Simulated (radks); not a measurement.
Q: The mean radii <r> (bohr) of the occupied orbitals of an atom or ion are listed with their occupations. Method: Dirac Kohn-Sham, SOGGA, spin-unpolarised, spherical densities, finite nucleus; Fermi nuclear charge, rms radius of each element as measured or else 0.836 A^(1/3) + 0.57 fm; computed with a radial shooting solver on a logarithmic mesh with Libxc functionals.

| orbital | occ. | <r> |
|---|---|---|
| 1s1/2 | 2 | 0.9526 |

Name the element and its charge. Open shells, if any, fill j = l - 1/2 first.

A: Z = 2, helium, charge 0: He in [He]. The 1s radius gives Z: for a bare nucleus <r> = (2 gamma + 1)/(2Z) with gamma = sqrt(1 - (Z/c)^2), 0.7499 bohr for Z = 2, and screening makes it slightly larger (0.9526 here). The occupations add up to 2, and the charge is Z minus that.
